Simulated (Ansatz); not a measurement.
Z-matrix (Å, degrees):
```
C
C 1 1.4261
C 2 1.4033 1 118.34
H 3 1.1003 2 121.48 1 180.00
C 3 1.4102 4 117.84 2 180.00
F 5 1.3468 3 118.51 4 0.00
C 5 1.3941 6 118.94 3 -180.00
H 7 1.0987 5 120.16 6 0.00
C 7 1.4058 8 122.83 5 180.00
C 1 1.4422 2 129.37 3 -180.00
C 10 1.3723 1 112.92 2 -180.00
H 11 1.0972 10 127.84 1 180.00
H 10 1.0990 11 123.04 12 0.00
S 11 1.7469 12 119.06 10 -180.00
Si 2 1.8878 3 120.23 4 0.00
H 15 1.5030 2 108.63 3 0.00
H 15 1.5059 16 109.39 4 -121.18
H 15 1.5059 16 109.39 17 -117.64
```
Charge 0, spin multiplicity 1.

Method: frozen-core CCSD(T)/cc-pVDZ // PBE-D3(BJ)/def2-SVP (Ansatz, a quantum-chemistry and plane-wave program). The restricted HF reference is unstable towards unrestricted orbitals.

```
Item                            Result
----------------------  --------------
HF energy               -1092.93336 Ha
MP2 correlation energy     -1.45876 Ha
```

Question: Estimate the CCSD correlation energy, the (T) correction, the total energy and the T1 diagnostic.

Answer: 
- CCSD correlation energy = -1.51590 Ha
- (T) correction = -0.06671 Ha
- CCSD(T) total energy = -1094.51597 Ha
- T1 diagnostic = 0.013
